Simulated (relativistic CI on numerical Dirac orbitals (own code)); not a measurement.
# d6 in a ligand field

Computed with a parametric ligand-field model of a d^n configuration (Racah B and C, spin-orbit zeta, crystal field), exact diagonalisation.

Field parameters in Wybourne normalisation: Oh B⁴₀ = 21Dq, B⁴₄ = √(5/14) B⁴₀. The field is a parameter set, without covalency, and values of 10Dq over about 45,000 cm⁻¹ lie beyond real compounds.

B = 1050 cm⁻¹, C = 4160 cm⁻¹ (C/B = 3.96), Oh, no spin-orbit coupling. Tanabe-Sugano data, E/B above the lowest term (Δ = |10Dq|; b, c mark the second and third term of a kind):

```
 Δ/B    5T2      5E    3T1    3T2  3T1(b)    1A1    1T1
 1.0   0.00    1.00  19.59  19.90   20.53  28.87  29.32
 5.0   0.00    5.00  16.82  19.03   20.84  22.30  26.00
 9.0   0.00    9.00  13.32  17.00   20.86  14.98  22.30
13.0   0.00   13.00   9.64  14.28   20.88   7.44  18.51
17.0   0.21   17.21   6.10  11.38   21.10   0.00  14.88
21.0   7.94   28.94  10.02  15.76   28.84   0.00  18.73
25.0  15.72   40.72  13.95  20.04   36.63   0.00  22.60
29.0  23.53   52.53  17.90  24.25   44.45   0.00  26.49
33.0  31.37   64.37  21.85  28.40   52.30   0.00  30.40
37.0  39.23   76.23  25.80  32.52   60.16   0.00  34.31
41.0  47.11   88.11  29.77  36.62   68.05   0.00  38.24
45.0  55.01  100.01  33.73  40.69   75.95   0.00  42.18
```

The ground term changes from 5T2 to 1A1 between Δ/B = 13.0 and 17.0.
